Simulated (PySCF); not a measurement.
# Computed data sheet: `C=CC1=C[C@@H]1OC(C)=O`

Species: C7H8O2.
SMILES with atom numbers: `[CH2:1]=[CH:2][C:3]1=[CH:4][C@@H:5]1[O:6][C:7]([CH3:8])=[O:9]` (hydrogens: H10, H11 on C1; H12 on C2; H13 on C4; H14 on C5; H15, H16, H17 on C8)

Among its groups: ester, C=C double bond and cyclopropene ring.

From PBE0-D3(BJ)/def2-SVP geometry optimisation, gas phase (PySCF):

```
Point group                  : C1
Rotational constants A, B, C : 2.679, 1.228, 0.927 GHz
```

From B3LYP/def2-SVPD ground state and vertical TDDFT (core frozen in the response) (PySCF):

```
Dipole moment                                                     : 1.69 D
HOMO energy                                                       : -6.95 eV
LUMO energy                                                       : -1.53 eV
HOMO–LUMO gap                                                     : 5.42 eV
Lowest singlet excitation                                         : 5.23 eV (237 nm, f = 0.123)
Strongest line among the 6 lowest singlet transitions             : S3 at 5.59 eV (222 nm, f = 0.214)
Static isotropic polarisability                                   : 91.0 au
Electronic spatial extent ⟨r²⟩ about the centre of nuclear charge : 1282 bohr²
```

Monoisotopic mass (most abundant isotopes): 124.0524 u.

A dipole of 1.69 D is allowed in C1, and pure rotational transitions are dipole-allowed. The largest Löwdin shares of the HOMO are 0.23 on C4, 0.21 on C1, 0.15 on C2 and 0.15 on C3. With B = h/(8π²I), that is 505.379 GHz u Å² over I, the principal moments of inertia are 188.7, 411.5 and 545.2 u Å² (most abundant isotopes). S1 lies 0.19 eV below the HOMO–LUMO gap; its leading configuration is HOMO→LUMO, weight 0.55, beside HOMO−1→LUMO, weight 0.40. The principal polarisabilities are 66.1, 96.0 and 111.0 au; their mean is the isotropic value. No computed singlet falls in the visible range (750 to 380 nm, 1.65 to 3.26 eV); S1 lies 1.97 eV above its blue end. In wavenumbers S1 is 42200 cm⁻¹ (1 eV = 8065.54 cm⁻¹). The largest Löwdin shares of the LUMO are 0.29 on C1, 0.22 on C4, 0.17 on C2 and 0.16 on C3.

Conformer computed: `[CH2:1]=[CH:2][C:3]1=[CH:4][C@@H:5]1[O:6][C:7]([CH3:8])=[O:9]`: C1–C2–C3–C4 179°, C4–C5–O6–C7 -150°, C5–O6–C7–C8 -177°.

One conformer stands for the species.
